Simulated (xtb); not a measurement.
xtb input:

```bash
xtb mol.xyz --gfn 2 --ohess tight --chrg -1 --uhf 0
```
mol.xyz:
```
3

Bi     0.06028408     0.02721079     1.21148070
Br     0.87587495    -1.69924058    -0.59781022
Br    -0.94374156     1.70858368    -0.55489810
```

### Question
What final total energy does it print?

### Answer
-10.83283 Eh (GFN2-xTB).
